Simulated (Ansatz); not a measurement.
Start from `B[SiH2]N[SiH2]F` and change one atom or group to get `F[SiH2]N[SiH3]`.

Ansatz, PBE0-D4/def2-TZVP geometries, multiplicity 1. Each molecule was computed in one conformer, which needn't be the lowest.

```json
{"property": "HOMO–LUMO gap (B3LYP/def2-TZVPP) / eV", "`B[SiH2]N[SiH2]F`": "6.14"}
{"property": "size of the dipole moment (PBE/def2-TZVPP) / D", "`B[SiH2]N[SiH2]F`": "2.45"}
{"property": "LUMO energy (PBE0/def2-TZVPP) / eV", "`B[SiH2]N[SiH2]F`": "-1.23"}
{"property": "HOMO–LUMO gap (PBE/def2-TZVPP) / eV", "`B[SiH2]N[SiH2]F`": "4.20"}
{"property": "HOMO energy (PBE/def2-TZVPP) / eV", "`B[SiH2]N[SiH2]F`": "-6.45"}
{"property": "size of the dipole moment (ωB97M-V/def2-TZVPP) / D", "`B[SiH2]N[SiH2]F`": "2.46"}
```

(1) Give the same properties after the change, and the shifts. (Best estimate.)

## Answers

(1) The calculation gave: 
```tsv
property	`F[SiH2]N[SiH3]`	shift
HOMO–LUMO gap (B3LYP/def2-TZVPP) / eV	7.67	1.53
size of the dipole moment (PBE/def2-TZVPP) / D	1.66	-0.79
LUMO energy (PBE0/def2-TZVPP) / eV	0.01	1.24
HOMO–LUMO gap (PBE/def2-TZVPP) / eV	5.93	1.73
HOMO energy (PBE/def2-TZVPP) / eV	-6.76	-0.31
size of the dipole moment (ωB97M-V/def2-TZVPP) / D	1.71	-0.75
```

With PBE0 the HOMO falls by 0.37 eV and the LUMO rises by 1.24 eV, so the gap widens by about 1.61 eV. PBE moves the HOMO by -0.31 eV and ωB97M-V by -0.41 eV. The zero-point energy changes by -34.1 kJ/mol with -6 modes. Dipoles are sizes alone; their direction can turn.

B3LYP here is the variant with VWN-RPA as its local correlation; programs differ in this.
